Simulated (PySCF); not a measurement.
Precursor series W Cl-OH. Isolated molecules, 0 K electronic values unless said otherwise. One relaxed conformer stands for each flexible species; it need not be the lowest. In the def2 sets, heavy atoms carry core potentials. Quantity: redistribution energy (mixed species minus the weighted end members). Level 1: PBE-D3(BJ)/def2-TZVP // BP86-D3(BJ)/def2-SVP (PySCF). Level 2: B3LYP-D3(BJ)/def2-TZVP // BP86-D3(BJ)/def2-SVP (PySCF). B3LYP has the VWN-RPA correlation part, as in Gaussian.

| case | level 1 (kcal/mol) | level 2 (kcal/mol) |
|---|---|---|
| 3 of 6 Cl replaced by OH: [W(Cl)3(OH)3] | -6.6 | -7.1 |
| 5 of 6 Cl replaced by OH: [W(Cl)(OH)5] | -4.5 | withheld |
| 4 of 6 Cl replaced by OH: [W(Cl)2(OH)4] | -3.5 | -4.8 |
| 2 of 6 Cl replaced by OH: [W(Cl)4(OH)2] | 0.0 | -1.5 |
| 1 of 6 Cl replaced by OH: [W(Cl)5(OH)] | 0.8 | 0.2 |

Fit level 2 = a + b·x to the 4 complete rows by least squares, with x = level 1 in kcal/mol. Give a, b and the rms residual, and predict the withheld value.

Means of the 4 rows: x̄ = -2.325, ȳ = -3.3 kcal/mol. Σ(x − x̄)² = 34.828 and Σ(x − x̄)(y − ȳ) = 33.13, so b = 0.951 and a = ȳ − b·x̄ = -1.09 kcal/mol. The rms residual is 0.41 kcal/mol. At x = -4.5 the line gives -5.4 kcal/mol. The run for 5 of 6 Cl replaced by OH: [W(Cl)(OH)5] gave -4.6 kcal/mol, so the line is off by 0.8 kcal/mol, within twice the rms residual.

Codes: PySCF.
